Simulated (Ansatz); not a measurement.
Au(NH3)Cl (AuNClH3), relaxed as a singlet with RKS PBE0-D4/def2-TZVP in Ansatz, starting from the GFN2-xTB geometry. Force threshold 0.02 eV/Å.

In the def2 sets Au takes a core potential; there is no spin–orbit coupling.

Start:

```
atom   x (Å)   y (Å)   z (Å)
 Au1  -0.207  -1.017   0.684
  N2   0.157   0.744  -0.511
  H3   1.054   0.678  -0.978
  H4   0.159   1.566   0.081
  H5  -0.567   0.850  -1.212
 Cl6  -0.597  -2.821   1.936
```

(1) Estimate the energy that the relaxation releases and the steps that it takes.

(2) Does the start keep its bonding and symmetry?

(3) Predict the relaxed structure.

## Answers

(1) 0.03 eV, in 4 steps; 4.1 s on 4 threads of Arm Neoverse V1 on a shared host. No frequencies were taken in this run, so the end may be a saddle point.

(2) By distances, no bond broke or formed. The bond that changes most is Au1–N2, from 2.16 to 2.08 Å (atoms count from 1). Point group C3v at the start, C3v at the end, both within 0.05 Å.

(3) 
```csv
atom,x (Å),y (Å),z (Å)
Au1,-0.2048,-0.9758,0.6664
N2,0.1512,0.7206,-0.4922
H3,1.0477,0.6567,-0.9632
H4,0.1585,1.5570,0.0823
H5,-0.5669,0.8334,-1.2001
Cl6,-0.5856,-2.7920,1.9068
```
Bond lengths: 1 × Au–N 2.08 Å; 1 × Au–Cl 2.23 Å; 3 × H–N 1.01 Å.
